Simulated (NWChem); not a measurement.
Molecule: BeHSF; SMILES [Be]([SH])[F]

```xyz
4

Be     0.0011    -0.6276     0.0000
F     -0.0627    -2.0023     0.0000
S      0.1291     1.2782     0.0000
H     -1.2136     1.4497     0.0000
```
Atoms are numbered in this order, from 1.

Coordinates come from a B3LYP/6-31G* (spherical d) optimisation.

Problem. Give the principal values of the shielding tensors (ppm) of Be1, F2, S3 from BHandHLYP/pcSseg-1, GIAO (NWChem), with their diamagnetic and paramagnetic parts as GIAO splits them.

Solution. 
```csv
atom,σ11,σ22,σ33,isotropic,diamagnetic,paramagnetic
Be1,68.6,73.6,160.5,100.9,145.3,-44.4
F2,241.5,275.8,473.9,330.4,473.8,-143.3
S3,734.4,780.0,922.2,812.2,1057.5,-245.4
```
